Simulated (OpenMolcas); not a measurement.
Ionisation energies of palladium

- Program: OpenMolcas 26.06
- Basis: ANO-R2 [7s5p4d2f1g]
- Scalar Hamiltonian: X2C, finite nucleus
- Spin-orbit coupling: state interaction with AMFI integrals over the reference wave functions, term energies averaged over their components

Active shells in each charge state: the valence d, s shells, with orbitals averaged over the low states. Where CASPT2's correlated closed shells are named, they are those of the first ion.

A. CASSCF
B. SS-CASPT2, IPEA 0.25 Eh, imaginary shift 0.1 Eh (closed shells correlated: 3d 4s 4p)

Energies in eV between the lowest computed levels, named as in B; reference values from the NIST Atomic Spectra Database with their kind.

```
          From              To       A       B  Spin-orbit share in B                Reference
 Pd 4d⁹ 5s ³D₃  Pd+ 4d⁹ ²D_5/2   6.141   7.420                 -0.000         8.337 (measured)
Pd+ 4d⁹ ²D_5/2    Pd2+ 4d⁸ ³F₄  17.460  19.365                 -0.110  19.430 (semi-empirical)
```

Error against the reference values, in %:

```csv
From,Reference,A,B
Pd,measured,-26.3,-11.0
Pd+,semi-empirical,-10.1,-0.3
```

Absolute error against the one measured value: A 2.20 eV, B 0.92 eV. B lies closest.

The lowest level within the active space need not be the ion's true ground level.
